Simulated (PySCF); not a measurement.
**How far are cheaper levels from CCSD(T)/CBS for MgBe?**

PySCF; the state is a singlet (closed shell). The composite is CCSD(T) extrapolated to the basis-set limit from two correlation-consistent sets, with core-valence (CV) and scalar-relativistic (SR) terms as its label shows; it has no spin–orbit coupling and nothing beyond (T). Here it is CCSD(T)/CBS(DT)+CV+SR. It gives Re = 3.374 Å, ωe = 66.7 cm⁻¹ and De = 0.05 eV to Mg + Be.

```tsv
level	basis	relativity	Re (Å)	ωe (cm⁻¹)	De (eV)
LDA	jorge-DZP-DKH	spin-free X2C	2.913	210	0.34
PBE	def2-SVPD	no relativity	2.962	200	0.27
PBE	6-311G(d,p)	no relativity	2.956	198	0.25
r²SCAN	jorge-DZP-DKH	spin-free X2C	3.005	189	0.21
M06-L	pcseg-1	no relativity	3.069	152	0.15
PBE0	def2-SVPD	no relativity	3.056	171	0.19
PBE0	def2-TZVP	no relativity	3.051	168	0.17
B97-3	def2-SVPD	no relativity	3.102	156	0.13
M06	pcseg-1	no relativity	3.207	126	0.12
M06	6-311G(d,p)	no relativity	3.095	145	0.15
```

Q: Give the difference of each row from the composite.

A: 

| level | basis | ΔRe (pm) | Δωe (%) | ΔDe (eV) |
| --- | --- | --- | --- | --- |
| LDA | jorge-DZP-DKH | -46.1 | +214.8 | +0.29 |
| PBE | def2-SVPD | -41.2 | +199.9 | +0.22 |
| PBE | 6-311G(d,p) | -41.8 | +196.9 | +0.20 |
| r²SCAN | jorge-DZP-DKH | -36.9 | +183.4 | +0.16 |
| M06-L | pcseg-1 | -30.5 | +127.9 | +0.10 |
| PBE0 | def2-SVPD | -31.8 | +156.4 | +0.14 |
| PBE0 | def2-TZVP | -32.3 | +151.9 | +0.12 |
| B97-3 | def2-SVPD | -27.2 | +133.9 | +0.08 |
| M06 | pcseg-1 | -16.7 | +88.9 | +0.07 |
| M06 | 6-311G(d,p) | -27.9 | +117.4 | +0.10 |

Q: Which rows come closest in De?

A: B97-3 in def2-SVPD (+0.08 eV); M06 in pcseg-1 (+0.07 eV), counted from the composite.

Correlated steps freeze 2 core orbitals. Closed-shell solutions of metal pairs were not tested for spin polarisation, which can lower them a little. The bond is weak. Basis-set superposition, not corrected here, can be much of De in a small basis, most of all at correlated wavefunction levels. Functionals without a dispersion term scatter widely for such bonds, and LDA overbinds them.
